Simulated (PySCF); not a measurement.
TiI₃H, SMILES [I][TiH]([I])[I], multiplicity 1.

Coordinates come from a B3LYP-D3(BJ)/def2-SVP optimisation. The spin state was assumed, not searched. The structure was generated by enumeration; whether it is a known compound was not checked. The def2 effective core potentials stand for the cores of I; spin–orbit coupling is left out.

The numbers are results of PySCF with PBE/def2-TZVP, not measurements.

The molecule is in vacuum.

| Property | Result |
|---|---|
| total energy | -1743.10443 hartree |
| point group | C3v |
| highest occupied level | -6.81 eV |
| lowest empty level | -4.35 eV |
| orbital gap | 2.47 eV |
| dipole moment | 0.148 e·Å |
| quadrupole, principal values (traceless, Buckingham form, about the centre of nuclear charge) | -3.68, 1.84, 1.84 D·Å |
| mean static polarisability | 148.9 bohr³ (22.06 Å³) |
| polarisability, principal values | 100.4, 173.1, 173.1 bohr³ |
